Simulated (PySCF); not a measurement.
## Broadened absorption spectrum of 2,3'-bithiophene

2,3'-bithiophene, C8H6S2.
Geometry (PBE0-D3(BJ)/def2-SVP, Å), atoms numbered from 1 in this order:
```xyz
16
C8H6S2 angstrom
C     -2.7560   -0.7385    0.0961
C     -2.9639    0.5494   -0.3242
S     -1.4838    1.3930   -0.5211
C     -0.5474    0.0168   -0.0368
C      0.9085    0.0841    0.0140
C      1.6766    1.2495   -0.3129
C      3.0230    1.0551   -0.1844
S      3.3850   -0.5409    0.3336
C      1.7268   -0.9639    0.3836
C     -1.3793   -1.0419    0.2600
H     -3.5645   -1.4466    0.2824
H     -3.9093    1.0489   -0.5300
H      1.2373    2.1962   -0.6318
H      3.8236    1.7697   -0.3687
H      1.4303   -1.9673    0.6837
H     -1.0087   -2.0134    0.5885
```

Computed, not measured: TDDFT CAM-B3LYP/def2-SVPD, vertical, gas phase, core orbitals frozen in the response (PySCF).

Computed states:

| state | E (eV) | f |
| --- | --- | --- |
| S1 | 4.51 | 0.380 |
| S2 | 5.20 | 0.012 |
| S3 | 5.52 | 0.017 |
| S4 | 5.61 | 0.131 |
| S5 | 5.70 | 0.0000 |
| S6 | 5.89 | 0.0010 |
| S7 | 6.14 | 0.0051 |
| S8 | 6.41 | 0.0005 |
| S9 | 6.47 | 0.0005 |
| S10 | 6.48 | 0.059 |

Broadening: Gaussians 0.4 eV wide at half height, area fixed by f = 4.319×10⁻⁹ ∫ε dν̃. The width is an assumption, not a result. The curve ends short of the highest state used, and states not computed would add to its high-energy end.

Question: Give the broadened spectrum and its maxima.

Answer: 
```json
{"E (eV)": "3.91", "ε (L mol⁻¹ cm⁻¹)": "52"}
{"E (eV)": "3.95", "ε (L mol⁻¹ cm⁻¹)": "116"}
{"E (eV)": "4.00", "ε (L mol⁻¹ cm⁻¹)": "293"}
{"E (eV)": "4.05", "ε (L mol⁻¹ cm⁻¹)": "676"}
{"E (eV)": "4.09", "ε (L mol⁻¹ cm⁻¹)": "1240"}
{"E (eV)": "4.14", "ε (L mol⁻¹ cm⁻¹)": "2451"}
{"E (eV)": "4.18", "ε (L mol⁻¹ cm⁻¹)": "3970"}
{"E (eV)": "4.23", "ε (L mol⁻¹ cm⁻¹)": "6712"}
{"E (eV)": "4.27", "ε (L mol⁻¹ cm⁻¹)": "9598"}
{"E (eV)": "4.32", "ε (L mol⁻¹ cm⁻¹)": "13884"}
{"E (eV)": "4.37", "ε (L mol⁻¹ cm⁻¹)": "18415"}
{"E (eV)": "4.41", "ε (L mol⁻¹ cm⁻¹)": "21688"}
{"E (eV)": "4.46", "ε (L mol⁻¹ cm⁻¹)": "24612"}
{"E (eV)": "4.50", "ε (L mol⁻¹ cm⁻¹)": "25587"}
{"E (eV)": "4.55", "ε (L mol⁻¹ cm⁻¹)": "24844"}
{"E (eV)": "4.59", "ε (L mol⁻¹ cm⁻¹)": "22799"}
{"E (eV)": "4.64", "ε (L mol⁻¹ cm⁻¹)": "18942"}
{"E (eV)": "4.69", "ε (L mol⁻¹ cm⁻¹)": "14436"}
{"E (eV)": "4.73", "ε (L mol⁻¹ cm⁻¹)": "10920"}
{"E (eV)": "4.78", "ε (L mol⁻¹ cm⁻¹)": "7143"}
{"E (eV)": "4.82", "ε (L mol⁻¹ cm⁻¹)": "4803"}
{"E (eV)": "4.87", "ε (L mol⁻¹ cm⁻¹)": "2760"}
{"E (eV)": "4.91", "ε (L mol⁻¹ cm⁻¹)": "1738"}
{"E (eV)": "4.96", "ε (L mol⁻¹ cm⁻¹)": "1035"}
{"E (eV)": "5.01", "ε (L mol⁻¹ cm⁻¹)": "765"}
{"E (eV)": "5.05", "ε (L mol⁻¹ cm⁻¹)": "741"}
{"E (eV)": "5.10", "ε (L mol⁻¹ cm⁻¹)": "856"}
{"E (eV)": "5.14", "ε (L mol⁻¹ cm⁻¹)": "1030"}
{"E (eV)": "5.19", "ε (L mol⁻¹ cm⁻¹)": "1352"}
{"E (eV)": "5.24", "ε (L mol⁻¹ cm⁻¹)": "1838"}
{"E (eV)": "5.28", "ε (L mol⁻¹ cm⁻¹)": "2399"}
{"E (eV)": "5.33", "ε (L mol⁻¹ cm⁻¹)": "3378"}
{"E (eV)": "5.37", "ε (L mol⁻¹ cm⁻¹)": "4398"}
{"E (eV)": "5.42", "ε (L mol⁻¹ cm⁻¹)": "5909"}
{"E (eV)": "5.46", "ε (L mol⁻¹ cm⁻¹)": "7190"}
{"E (eV)": "5.51", "ε (L mol⁻¹ cm⁻¹)": "8646"}
{"E (eV)": "5.56", "ε (L mol⁻¹ cm⁻¹)": "9647"}
{"E (eV)": "5.60", "ε (L mol⁻¹ cm⁻¹)": "9947"}
{"E (eV)": "5.65", "ε (L mol⁻¹ cm⁻¹)": "9607"}
{"E (eV)": "5.69", "ε (L mol⁻¹ cm⁻¹)": "8806"}
{"E (eV)": "5.74", "ε (L mol⁻¹ cm⁻¹)": "7336"}
{"E (eV)": "5.78", "ε (L mol⁻¹ cm⁻¹)": "5980"}
{"E (eV)": "5.83", "ε (L mol⁻¹ cm⁻¹)": "4323"}
{"E (eV)": "5.88", "ε (L mol⁻¹ cm⁻¹)": "2922"}
```

Maxima: 275 nm (4.51 eV), ε about 26000, made up of S1 (100%); 221 nm (5.60 eV), ε about 9900, made up of S3 (10%) and S4 (89%) (ε in L mol⁻¹ cm⁻¹; maxima over ε = 5, shares over 10%).

Question: On this curve, what absorbance would a 10⁻⁵ mol/L sample give at 248 nm over a 1 cm path?

Answer: 248 nm is 4.999 eV, where ε is about 800 L mol⁻¹ cm⁻¹, so A = ε c l ≈ 0.008 (Beer–Lambert, with the gas-phase spectrum and the assumed width).

Question: What would ε be at 4.51 eV, the highest of these maxima, with half the width (0.2 eV)?

Answer: About 51200 L mol⁻¹ cm⁻¹ against 25600, a factor of about 2.00; a lone state at its own centre would give exactly 2.

All these states lie below the vertical ionisation energy of 7.79 eV (ΔSCF).

One conformer stands for the species.
